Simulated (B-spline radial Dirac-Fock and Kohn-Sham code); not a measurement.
# Elastic scattering of 2.25 keV electrons by the free cadmium atom

Method: relativistic (Dirac) partial waves in the static field of the Dirac-Fock atom with Furness-McCarthy exchange, without polarisation or absorption potentials. Computed with a radial B-spline solver.

```
θ (°)  dσ/dΩ (Å²/sr)  Sherman function
    5           12.5             0.000
   10           2.80             0.000
   15          0.845             0.001
   20          0.374             0.002
   25          0.212             0.001
   30          0.131            -0.002
   35         0.0848            -0.007
   40         0.0581            -0.012
   45         0.0421            -0.015
   50         0.0321            -0.013
   55         0.0255            -0.007
   60         0.0208             0.004
   65         0.0173             0.019
   70         0.0147             0.035
   75         0.0125             0.050
   80         0.0108             0.061
   85        0.00934             0.067
   90        0.00815             0.064
   95        0.00723             0.051
  100        0.00661             0.026
  105        0.00632            -0.006
  110        0.00641            -0.040
  115        0.00691            -0.066
  120        0.00784            -0.082
  125        0.00919            -0.086
  130         0.0109            -0.083
  135         0.0130            -0.075
  140         0.0154            -0.065
  145         0.0179            -0.055
  150         0.0204            -0.045
  155         0.0228            -0.036
  160         0.0250            -0.028
  165         0.0269            -0.020
  170         0.0283            -0.013
  175         0.0292            -0.007
```

The total elastic cross section is 1.54 Å², the first transport cross section 0.197 Å² and the second, weighted with (3/2) sin²θ, 0.246 Å². The mean deflection is ⟨1 − cos θ⟩ = 0.128, and 4.7 % of the collisions scatter beyond 90°.

On this grid of angles the cross section has a minimum near 105°.

Phase shifts modulo π (rad) for κ = −1 to −5: 0.283, -1.356, 0.392, -0.648, -1.334.
